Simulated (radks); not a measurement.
Task: Ar XIV, configuration [He] 2s2 2p1. Calculated with a radial shooting solver on a logarithmic mesh with Libxc functionals: Dirac Kohn-Sham, PBE, spin-unpolarised, spherical densities, finite nucleus; open shells fill j = l - 1/2 first; Fermi nuclear charge, rms radius 3.4274 fm. Some entries of the table are withheld. Estimate them.

orbital  occ.  eigenvalue (eV)  <1/r> (bohr^-1)
1s1/2       2              (1)            17.76
2s1/2       2        -761.4231            4.033
2p1/2       1              (2)              (3)
2p3/2       0              (4)              (5)
3s1/2       0              (6)            1.676
3p1/2       0              (7)              (8)
3p3/2       0              (9)             (10)

Result: 
(1) 1s1/2 eigenvalue (eV): -3727.495
(2) 2p1/2 eigenvalue (eV): -718.4159
(3) 2p1/2 <1/r> (bohr^-1): 3.970
(4) 2p3/2 eigenvalue (eV): -715.2631
(5) 2p3/2 <1/r> (bohr^-1): 3.938
(6) 3s1/2 eigenvalue (eV): -306.4392
(7) 3p1/2 eigenvalue (eV): -293.2244
(8) 3p1/2 <1/r> (bohr^-1): 1.648
(9) 3p3/2 eigenvalue (eV): -292.3979
(10) 3p3/2 <1/r> (bohr^-1): 1.640
